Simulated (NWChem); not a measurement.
Program: NWChem. System: diboron tetrachloride (B$_{2}$Cl$_{4}$), charge 0, spin multiplicity 1, at a geometry optimised with PBE/def2-SVP. Level: evGW@PBE0/def2-SVP, RI basis def2-svp-rifit, 6 cycles.

The NWChem input:

```
start mol
memory heap 200 mb stack 700 mb global 1700 mb
geometry units angstroms nocenter noautoz
  Cl    -1.099188    -1.045321     1.741531
  B      0.000000     0.000000     0.849066
  Cl     1.099188     1.045321     1.741531
  B      0.000000     0.000000    -0.849066
  Cl    -1.099188     1.045321    -1.741531
  Cl     1.099188    -1.045321    -1.741531
  symmetry group D2
end
basis spherical
  * library def2-svp
end
basis "ri basis" bse spherical
  * library def2-svp-rifit
end
dft
  xc pbe0
  iterations 100
  direct
  tolerances tight
end
task dft energy
gw
  evgw 6
  states alpha occ -1 vir -1
end
task dft gw
```

NWChem printed:

```
             Northwest Computational Chemistry Package (NWChem) 7.3.0
             --------------------------------------------------------

                                NWChem Input Module
                                -------------------

 Scaling coordinates for geometry "geometry" by  1.889725989
 (inverse scale =  0.529177249)

 Turning off AUTOSYM since
 SYMMETRY directive was detected!

                             Geometry "geometry" -> ""
                             -------------------------

 Output coordinates in angstroms (scale by  1.889725989 to convert to a.u.)

  No.       Tag          Charge          X              Y              Z
 ---- ---------------- ---------- -------------- -------------- --------------
    1 Cl                  17.0000    -1.09918800    -1.04532100     1.74153100
    2 B                    5.0000     0.00000000     0.00000000     0.84906600
    3 Cl                  17.0000     1.09918800     1.04532100     1.74153100
    4 B                    5.0000     0.00000000     0.00000000    -0.84906600
    5 Cl                  17.0000    -1.09918800     1.04532100    -1.74153100
    6 Cl                  17.0000     1.09918800    -1.04532100    -1.74153100

 Effective nuclear repulsion energy (a.u.)     420.3282864664

            Nuclear Dipole moment (a.u.)
            ----------------------------
        X                 Y               Z
 ---------------- ---------------- ----------------
     0.0000000000     0.0000000000     0.0000000000

      Symmetry information
      --------------------

 Group name             D2
 Group number             11
 Group order               4
 No. of unique centers     2

      Symmetry unique atoms

     1    2


 Summary of "ao basis" -> "" (spherical)
 ------------------------------------------------------------------------------
       Tag                 Description            Shells   Functions and Types
 ---------------- ------------------------------  ------  ---------------------
 *                          def2-svp                  on all atoms

 new library libraries.bse/

 Summary of "ri basis" -> "" (spherical)
 ------------------------------------------------------------------------------
       Tag                 Description            Shells   Functions and Types
 ---------------- ------------------------------  ------  ---------------------
 *                       def2-svp-rifit               on all atoms

                                 NWChem DFT Module
                                 -----------------

 Summary of "ao basis" -> "ao basis" (spherical)
 ------------------------------------------------------------------------------
       Tag                 Description            Shells   Functions and Types
 ---------------- ------------------------------  ------  ---------------------
 Cl                         def2-svp                 8       18   4s3p1d
 B                          def2-svp                 6       14   3s2p1d

 Summary of "ao basis" -> "ao basis" (spherical)
 ------------------------------------------------------------------------------
       Tag                 Description            Shells   Functions and Types
 ---------------- ------------------------------  ------  ---------------------
 Cl                         def2-svp                 8       18   4s3p1d
 B                          def2-svp                 6       14   3s2p1d

      Symmetry analysis of basis
      --------------------------

        a1         26
[...]
@GW        70         25.583           0.000
@GW        71         25.584           0.000
@GW        72         26.336           0.000
@GW        73         26.421           0.000
@GW        74         27.054           0.000
@GW        75         27.042           0.000
@GW        76         27.494           0.000
@GW        77         27.574           0.000
@GW        78         27.865           0.000
@GW        79         28.609           0.000
@GW        80         29.388           0.000
@GW        81         32.018           0.000
@GW        82         32.121           0.000
@GW        83         33.021           0.000
@GW        84         33.374           0.000
@GW        85         33.604           0.000
@GW        86         36.081           0.000
@GW        87         36.487           0.000
@GW        88         36.628           0.000
@GW        89         37.798           0.000
@GW        90         38.360           0.000
@GW        91         39.656           0.000
@GW        92         41.951           0.000
@GW        93         42.468           0.000
@GW        94         43.564           0.000
@GW        95         43.866           0.000
@GW        96         44.079           0.000
@GW        97         49.148           0.000
@GW        98         53.544           0.000
@GW        99         53.792           0.000
@GW       100         54.489           0.000

  *** G5W5

          Computing RPA polarizability
          Solving quasiparticle equations

                  Alpha Orbitals
          State     Energy (eV)     Error (eV)
          -----------------------------------
@GW         1      -2813.646           0.000
@GW         2      -2813.646           0.000
@GW         3      -2813.639           0.000
@GW         4      -2813.647           0.000
@GW         5       -282.218           0.000
@GW         6       -282.214           0.000
@GW         7       -282.214           0.000
@GW         8       -282.339           0.000
@GW         9       -207.044           0.000
@GW        10       -207.044           0.000
@GW        11       -207.043           0.000
@GW        12       -207.043           0.000
@GW        13       -206.905           0.000
@GW        14       -206.905           0.000
@GW        15       -206.904           0.000
@GW        16       -206.904           0.000
@GW        17       -206.911           0.000
@GW        18       -206.911           0.000
@GW        19       -206.911           0.000
@GW        20       -206.908           0.000
@GW        21       -201.015           0.000
@GW        22       -201.002           0.000
@GW        23        -26.565           0.000
@GW        24        -26.333           0.000
@GW        25        -25.508           0.000
@GW        26        -25.493           0.000
@GW        27        -17.753           0.000
@GW        28        -16.226           0.000
@GW        29        -14.526           0.000
@GW        30        -14.483           0.000
@GW        31        -14.476           0.000
@GW        32        -12.942           0.000
@GW        33        -12.920           0.000
@GW        34        -12.372           0.000
@GW        35        -11.700           0.000
@GW        36        -11.554           0.000
@GW        37        -11.333           0.000
@GW        38        -11.316           0.000
@GW        39        -10.271           0.000
@GW        40          0.951           0.000
@GW        41          1.115           0.000
@GW        42          5.181           0.000
@GW        43          5.755           0.000
@GW        44          7.274           0.000
@GW        45          8.082           0.000
@GW        46          8.257           0.000
@GW        47          8.263           0.000
@GW        48          8.908           0.000
@GW        49         10.332           0.000
@GW        50         10.317           0.000
@GW        51         12.082           0.000
@GW        52         11.696           0.000
@GW        53         11.763           0.000
@GW        54         14.129           0.000
@GW        55         20.648           0.000
@GW        56         19.782           0.000
@GW        57         20.473           0.000
@GW        58         20.460           0.000
@GW        59         21.377           0.000
@GW        60         21.345           0.000
@GW        61         23.448           0.000
@GW        62         23.527           0.000
@GW        63         23.005           0.000
@GW        64         23.820           0.000
@GW        65         24.511           0.000
@GW        66         24.652           0.000
@GW        67         25.308           0.000
@GW        68         25.661           0.000
@GW        69         25.681           0.000
@GW        70         25.583           0.000
@GW        71         25.584           0.000
@GW        72         26.336           0.000
@GW        73         26.421           0.000
@GW        74         27.054           0.000
@GW        75         27.043           0.000
@GW        76         27.495           0.000
@GW        77         27.575           0.000
@GW        78         27.866           0.000
@GW        79         28.609           0.000
@GW        80         29.388           0.000
@GW        81         32.019           0.000
@GW        82         32.121           0.000
@GW        83         33.022           0.000
@GW        84         33.374           0.000
@GW        85         33.604           0.000
@GW        86         36.082           0.000
@GW        87         36.488           0.000
@GW        88         36.628           0.000
@GW        89         37.800           0.000
@GW        90         38.361           0.000
@GW        91         39.655           0.000
@GW        92         41.954           0.000
@GW        93         42.470           0.000
@GW        94         43.564           0.000
@GW        95         43.869           0.000
@GW        96         44.080           0.000
@GW        97         49.152           0.000
@GW        98         53.537           0.000
@GW        99         53.798           0.000
@GW       100         54.492           0.000

     GW Timing Statistics
   ------------------------
   Init.   :          0.0s
     ERIs  :          0.5s
     Distr.:          0.0s
     Vxc   :          0.2s
   Sigma_x :          0.0s
   RPA     :         13.1s
   Wmn     :          2.9s
   Sigma_c :          1.9s
   GW total:         18.7s

 Task  times  cpu:       18.7s     wall:       18.7s

 Total times  cpu:       20.6s     wall:       20.6s
```
